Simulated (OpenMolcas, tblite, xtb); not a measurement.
# How methods differ on CHClFNSi (SMILES FC1=N[SiH]1Cl)

CHClFNSi: 6 atoms, total charge 0, spin state singlet. As SMILES, `FC1=N[SiH]1Cl`. Geometry: relaxed at PBE0-D4/def2-TZVP.

Each level gives the HOMO–LUMO gap (eV). The values are calculated.

```tsv
level	kind	program	value (eV)	CPU time
GFN2-xTB	semi-empirical	tblite	2.71	under 2 s
GFN1-xTB	semi-empirical	xtb	2.88	under 2 s
HF/6-31G* (spherical functions)	Hartree–Fock	OpenMolcas	13.50	11 s
SVWN5/6-31G* (spherical functions)	LDA	OpenMolcas	4.57	23 s
BLYP/6-31G* (spherical functions)	GGA	OpenMolcas	4.69	30 s
revPBE/6-31G* (spherical functions)	GGA	OpenMolcas	4.69	31 s
r2SCAN/6-31G* (spherical functions)	meta-GGA	OpenMolcas	5.14	40 s
B3LYP/6-31G* (spherical functions)	global hybrid	OpenMolcas	6.52	32 s
B2PLYP/6-31G* (spherical functions)	double hybrid	OpenMolcas	9.40	21 s
```

The values span 2.71 to 13.50 eV. Orbital gaps aren't excitation energies, and those of double hybrids come from the SCF part alone; they tend to grow with the share of exact exchange. CPU times are rough (shared hosts, several kinds of processor): they show what a rung costs within a factor of a few.
